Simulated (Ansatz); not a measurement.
System: GaNOH4, charge 0, singlet. GaNOH4 (SMILES [NH2][GaH][OH]).
B3LYP-D3(BJ)/def2-TZVP minimum from Ansatz (a program for electronic structure):
```xyz
7

Ga    -0.1932    -0.2764    -0.0270
H     -1.0956    -1.5250    -0.1625
O      1.4200    -0.4721     0.7458
H      1.9397     0.3349     0.8046
N     -0.6572     1.3901    -0.6012
H     -0.0765     2.2078    -0.5172
H     -1.5368     1.5965    -1.0444
```

Atomisation energy term by term, kcal/mol (programs: Ansatz). UHF or UKS for unpaired electrons; spin-orbit terms are left out. Correlated methods leave the cores frozen (noble-gas shells, and filled d and f shells in the p block). No relativity. CBS(X,Y): correlation extrapolated as X^-3, Hartree-Fock from the larger set. A bracket is a step between two methods taken in the basis named. For partners of very few electrons the exact lower level stands in for a higher one.

```csv
term,basis,kcal/mol
Hartree-Fock,cc-pVQZ,350.68
CCSD correlation,"CBS(cc-pVTZ,cc-pVQZ)",168.67
(T),"CBS(cc-pVTZ,cc-pVQZ)",10.22
CCSDT(Q) - CCSD(T),cc-pVDZ,0.91
sum: De,,530.5
```
